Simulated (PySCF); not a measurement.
Positional isomers: silole mercapto. Isolated molecules, 0 K electronic values unless said otherwise. One relaxed conformer stands for each flexible species; it need not be the lowest. Strings in code marks are SMILES.

Method: PySCF with ωB97X-D3(BJ)/def2-TZVP // PBE0-D3(BJ)/def2-TZVP. All candidates: neutral, multiplicity 1. Delta-SCF ions had no search for a lower state. 

The LUMO is 0.46 eV and the HOMO–LUMO gap is 9.15 eV. The vertical electron affinity (Delta-SCF) comes out as -0.17 eV.

Task: Say which member has these values.
(A) `S[SiH]1C=CC=C1` (H–S–Si–C torsion 54°)
(B) `SC1=CC=C[SiH2]1` (H–S–C–Si torsion 0°)
(C) `SC1=C[SiH2]C=C1` (H–S–C–C torsion 180°)

Result: C, `SC1=C[SiH2]C=C1` (H–S–C–C torsion 180°). The others give `SC1=CC=C[SiH2]1` (H–S–C–Si torsion 0°): 0.46 eV, 8.72 eV, -0.16 eV; `S[SiH]1C=CC=C1` (H–S–Si–C torsion 54°): 0.27 eV, 9.45 eV, 0.00 eV
